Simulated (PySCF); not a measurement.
# Computed records: CH4AlN, AlBFH2, B3H5N, CH5BClSi and others

Calculation on a computer-drawn molecule: the log of a Hartree-Fock and frozen-core CCSD(T) single point meant for a local Hartree-Fock minimum, with one planted fault or none, to be diagnosed. Offsets are logged minus clean, where the clean run is the same molecule without the fault. The reference is restricted for singlets and unrestricted otherwise, and also for a bond in bohr or an excited solution. Adding or removing an electron swaps singlet and doublet. The excited solution moves the top pair (singlet) or top alpha electron (doublet) to the lowest empty orbital. Highest occupied and lowest empty are orbital energies over both spins, largest force is the largest gradient component, triples share is (T) over the correlation energy, the T1 limit is 0.02 restricted and 0.045 unrestricted, electrons count all cores, a negative frequency is imaginary (commonest isotopes), and the dipole is about the centre of nuclear charge. Program: PySCF 2.14.0.

Common to all runs: logged SCF converged yes; logged CC converged yes; logged SCF stable within its kind yes; possible faults no fault, one electron removed, one electron added, multiplicity raised by two, geometry at a saddle point, SCF held on an excited solution, minimal basis STO-3G, one bond length entered in bohr, all coordinates scaled.

(1) 
```xyz
7
formula=CH4AlN meant_charge=0 meant_multiplicity=1 meant_basis=cc-pV(D+d)Z logged_electrons=30 logged_basis_functions=71 logged_spin_squared=1.1185 logged_highest_occupied=-8.1243 logged_lowest_empty=0.29873 logged_largest_force=0.095647 logged_T1_diagnostic=0.034158 logged_D1_diagnostic=0.11608 logged_triples_share=0.030618 logged_dipole_magnitude=4.1552 logged_energy_HF=-336.35347 logged_energy_CCSD(T)=-336.73459 planted_fault=one_bond_length_entered_in_bohr,row_1_of_the_drawn_bonds HF_energy_offset_from_clean_run=91.11 CCSD(T)_energy_offset_from_clean_run=119.2
C     -2.9320    -0.3556     1.1916
N     -0.4504    -0.7160     0.2569
Al     1.0285    -0.9307    -0.2999
H     -2.9727    -0.4145     2.2864
H     -3.3394     0.6239     0.9123
H     -3.6304    -1.1097     0.8082
H      2.4675    -1.1398    -0.8417
```

Units: logged_highest_occupied, logged_lowest_empty in eV; logged_largest_force in hartree/bohr; logged_dipole_magnitude in debye; logged_energy_HF, logged_energy_CCSD(T) in hartree; HF_energy_offset_from_clean_run, CCSD(T)_energy_offset_from_clean_run in kcal/mol.

Drawn bonds:
```tsv
atom	other atom	order
1	2	1
2	3	2
1	4	1
1	5	1
1	6	1
3	7	1
```

(2) 
```xyz
5
formula=AlBFH2 meant_charge=1 meant_multiplicity=1 meant_basis=cc-pV(D+d)Z logged_electrons=27 logged_basis_functions=61 logged_spin_squared=0.7602 logged_highest_occupied=-27.42 logged_lowest_empty=-16.37 logged_largest_force=0.050829 logged_T1_diagnostic=0.022768 logged_D1_diagnostic=0.070736 logged_triples_share=0.020984 logged_dipole_magnitude=10.135 logged_energy_HF=-366.34024 logged_energy_CCSD(T)=-366.65476 planted_fault=one_electron_removed HF_energy_offset_from_clean_run=393.8 CCSD(T)_energy_offset_from_clean_run=408.7
B      1.0801    -2.8664    -0.3345
Al    -0.1340    -1.4328    -1.4675
F     -1.0254    -0.3798    -2.3002
H      0.8298    -2.9507     0.8211
H      1.8985    -3.4527    -0.9605
```

Units: logged_highest_occupied, logged_lowest_empty in eV; logged_largest_force in hartree/bohr; logged_dipole_magnitude in debye; logged_energy_HF, logged_energy_CCSD(T) in hartree; HF_energy_offset_from_clean_run, CCSD(T)_energy_offset_from_clean_run in kcal/mol.

Drawn bonds:
```tsv
atom	other atom	order
1	2	1
2	3	1
1	4	1
1	5	1
```

(3) 
```xyz
9
formula=B3H5N meant_charge=0 meant_multiplicity=2 meant_basis=cc-pVDZ logged_electrons=27 logged_basis_functions=81 logged_spin_squared=0.7581 logged_highest_occupied=-8.4089 logged_lowest_empty=1.488 logged_largest_force=0.012534 logged_T1_diagnostic=0.020719 logged_D1_diagnostic=0.065561 logged_triples_share=0.029654 logged_dipole_magnitude=1.8278 logged_energy_HF=-131.36891 logged_energy_CCSD(T)=-131.83079 planted_fault=all_coordinates_scaled,by_+1.4_% HF_energy_offset_from_clean_run=0.9402 CCSD(T)_energy_offset_from_clean_run=-0.1548
B      1.6128    -1.4592     0.0072
B      0.7539    -0.1277    -0.3032
B     -0.8603     0.1763     0.2715
N     -1.1598     0.6809     1.5587
H      2.2336    -2.4632     0.2268
H      1.2919     0.7052    -1.0245
H     -1.8149    -0.0339    -0.4686
H     -2.1038     0.8872     1.8621
H     -0.4571     0.9000     2.2542
```

Units: logged_highest_occupied, logged_lowest_empty in eV; logged_largest_force in hartree/bohr; logged_dipole_magnitude in debye; logged_energy_HF, logged_energy_CCSD(T) in hartree; HF_energy_offset_from_clean_run, CCSD(T)_energy_offset_from_clean_run in kcal/mol.

Drawn bonds:
```tsv
atom	other atom	order
1	2	1
2	3	1
3	4	1
1	5	1
2	6	1
3	7	1
4	8	1
4	9	1
```

(4) 
```xyz
9
formula=CH5BClSi meant_charge=1 meant_multiplicity=1 meant_basis=cc-pV(D+d)Z logged_electrons=45 logged_basis_functions=99 logged_spin_squared=0.7883 logged_highest_occupied=-23.74 logged_lowest_empty=-14.989 logged_largest_force=0.06913 logged_T1_diagnostic=0.032404 logged_D1_diagnostic=0.18298 logged_triples_share=0.03519 logged_dipole_magnitude=6.7421 logged_energy_HF=-813.07172 logged_energy_CCSD(T)=-813.56772 planted_fault=one_electron_removed HF_energy_offset_from_clean_run=370.2 CCSD(T)_energy_offset_from_clean_run=375.1
B     -0.7568     2.7667    -1.1607
Si    -1.1213     0.9683    -2.0360
C     -0.1499    -0.5798    -1.9103
Cl    -2.7463     0.8932    -3.1739
H     -0.0912     3.5551    -1.7525
H     -1.2290     2.9760    -0.0892
H      0.1707    -0.8867    -2.9115
H     -0.7885    -1.3750    -1.5115
H      0.7235    -0.4550    -1.2685
```

Units: logged_highest_occupied, logged_lowest_empty in eV; logged_largest_force in hartree/bohr; logged_dipole_magnitude in debye; logged_energy_HF, logged_energy_CCSD(T) in hartree; HF_energy_offset_from_clean_run, CCSD(T)_energy_offset_from_clean_run in kcal/mol.

Drawn bonds:
```tsv
atom	other atom	order
1	2	1
2	3	1
2	4	1
1	5	1
1	6	1
3	7	1
3	8	1
3	9	1
```

(5) 
```xyz
7
formula=AlBClH3N meant_charge=0 meant_multiplicity=2 meant_basis=cc-pV(D+d)Z logged_electrons=45 logged_basis_functions=89 logged_spin_squared=0.7654 logged_highest_occupied=-8.0521 logged_lowest_empty=1.23 logged_largest_force=0.022492 logged_T1_diagnostic=0.018774 logged_D1_diagnostic=0.057027 logged_triples_share=0.027965 logged_dipole_magnitude=1.8053 logged_energy_HF=-782.31411 logged_energy_CCSD(T)=-782.80511 planted_fault=all_coordinates_scaled,by_+2.9_% HF_energy_offset_from_clean_run=3.23 CCSD(T)_energy_offset_from_clean_run=1.809
N     -1.4502     1.7778     0.3569
Al    -2.0383     0.0689     0.5355
B     -2.2729    -1.1793    -1.2115
Cl    -3.3567    -1.7853    -2.4932
H     -1.2104     2.3953     1.1487
H     -1.2920     2.2816    -0.5295
H     -2.2170    -0.5569     2.0230
```

Units: logged_highest_occupied, logged_lowest_empty in eV; logged_largest_force in hartree/bohr; logged_dipole_magnitude in debye; logged_energy_HF, logged_energy_CCSD(T) in hartree; HF_energy_offset_from_clean_run, CCSD(T)_energy_offset_from_clean_run in kcal/mol.

Drawn bonds:
```tsv
atom	other atom	order
1	2	1
2	3	1
3	4	1
1	5	1
1	6	1
2	7	1
```

(6) 
```xyz
7
formula=CH3BClSi meant_charge=1 meant_multiplicity=1 meant_basis=cc-pV(D+d)Z logged_electrons=44 logged_basis_functions=89 logged_spin_squared=0 logged_highest_occupied=-15.738 logged_lowest_empty=-4.4127 logged_largest_force=1.566e-05 logged_lowest_frequency=123.52 logged_T1_diagnostic=0.01433 logged_D1_diagnostic=0.036529 logged_triples_share=0.033863 logged_dipole_magnitude=5.9489 logged_energy_HF=-812.48162 logged_energy_CCSD(T)=-812.95245 planted_fault=no_fault HF_energy_offset_from_clean_run=0 CCSD(T)_energy_offset_from_clean_run=0
B     -0.6845     0.1128    -1.7574
C     -0.1362    -0.7812    -0.8121
Si     0.7771    -2.1925    -1.2606
Cl     1.5297    -3.4216     0.0888
H     -1.1318     0.8435    -2.5580
H     -0.2968    -0.5708     0.2458
H      1.0405    -2.5513    -2.6478
```

Units: logged_highest_occupied, logged_lowest_empty in eV; logged_largest_force in hartree/bohr; logged_lowest_frequency in cm⁻¹; logged_dipole_magnitude in debye; logged_energy_HF, logged_energy_CCSD(T) in hartree; HF_energy_offset_from_clean_run, CCSD(T)_energy_offset_from_clean_run in kcal/mol.

Drawn bonds:
```tsv
atom	other atom	order
1	2	1
2	3	2
3	4	1
1	5	1
2	6	1
3	7	1
```

(7) 
```xyz
9
formula=AlBH5OSi meant_charge=0 meant_multiplicity=2 meant_basis=cc-pV(D+d)Z logged_electrons=46 logged_basis_functions=99 logged_spin_squared=0 logged_highest_occupied=-0.19336 logged_lowest_empty=4.5038 logged_largest_force=0.064686 logged_T1_diagnostic=0.018966 logged_D1_diagnostic=0.066937 logged_triples_share=0.02472 logged_dipole_magnitude=10.177 logged_energy_HF=-633.32844 logged_energy_CCSD(T)=-633.82866 planted_fault=one_electron_added HF_energy_offset_from_clean_run=13.06 CCSD(T)_energy_offset_from_clean_run=-8.481
B     -0.0460    -0.6319     1.9648
Si     0.2800     0.7872     0.5462
O     -1.0535     1.1537    -0.3360
Al    -2.3610     1.5238    -1.3368
H     -1.0914    -1.2089     2.0953
H      0.8434    -0.9329     2.7156
H      0.7849     2.0216     1.2027
H      1.3558     0.2979    -0.3577
H     -3.6138     2.2478    -0.6652
```

Units: logged_highest_occupied, logged_lowest_empty in eV; logged_largest_force in hartree/bohr; logged_dipole_magnitude in debye; logged_energy_HF, logged_energy_CCSD(T) in hartree; HF_energy_offset_from_clean_run, CCSD(T)_energy_offset_from_clean_run in kcal/mol.

Drawn bonds:
```tsv
atom	other atom	order
1	2	1
2	3	1
3	4	1
1	5	1
1	6	1
2	7	1
2	8	1
4	9	1
```

(8) 
```xyz
7
formula=ClH3OSi2 meant_charge=0 meant_multiplicity=1 meant_basis=cc-pV(D+d)Z logged_electrons=56 logged_basis_functions=98 logged_spin_squared=2.0132 logged_highest_occupied=-7.5975 logged_lowest_empty=-0.02969 logged_largest_force=0.023967 logged_T1_diagnostic=0.019746 logged_D1_diagnostic=0.095294 logged_triples_share=0.025657 logged_dipole_magnitude=3.0198 logged_energy_HF=-1113.99673 logged_energy_CCSD(T)=-1114.53886
O     -0.1718     1.4634     1.0054
Si    -0.7649     0.2051     0.0958
Si     1.1889     0.1845    -1.3495
Cl     0.9859    -1.3158    -2.8011
H     -0.7104     1.7684     1.7230
H      1.3625     1.4607    -2.0790
H      2.4352    -0.1091    -0.6067
```

Units: logged_highest_occupied, logged_lowest_empty in eV; logged_largest_force in hartree/bohr; logged_dipole_magnitude in debye; logged_energy_HF, logged_energy_CCSD(T) in hartree.

Drawn bonds:
```tsv
atom	other atom	order
1	2	1
2	3	1
3	4	1
1	5	1
3	6	1
3	7	1
```

Question: Give the missing planted fault for ClH3OSi2 (entry 8).
Answer: multiplicity raised by two

Further results for ClH3OSi2 (entry 8):

```
HF energy offset from clean run      : 22.23 kcal/mol
CCSD(T) energy offset from clean run : 35.64 kcal/mol
```
